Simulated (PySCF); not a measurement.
CH4AlClSe.

```xyz
8

Al    -0.4127     0.6616     0.0000
Cl     1.1962     2.0345     0.0000
C     -2.2483     1.3004     0.0000
H     -2.4323     1.9306    -0.8867
H     -2.9850     0.4821     0.0000
H     -2.4323     1.9306     0.8867
Se     0.2222    -1.5680     0.0000
H     -1.1843    -2.0206     0.0000
```

Geometry: B3LYP-D3(BJ)/def2-SVP. The structure was generated by enumeration; whether it is a known compound was not checked. Other conformers were not sampled.

Computed with B3LYP/pcSseg-1 in PySCF. Non-relativistic, no solvent.

Computed absolute GIAO shielding of each atom: isotropic value and principal components (ppm):
```tsv
atom	σ(iso)	σ11	σ22	σ33	span
Al1	310.9	235.3	316.8	380.7	145.4
Cl2	877.8	727.8	914.7	991.0	263.2
C3	184.0	174.6	184.9	192.6	18.0
H4	31.2	27.0	28.4	38.2	11.2
H5	31.6	26.7	30.2	37.9	11.2
H6	31.2	27.0	28.4	38.2	11.2
Se7	2015.3	1897.5	1991.4	2157.2	259.7
H8	30.8	21.7	26.5	44.1	22.3
```
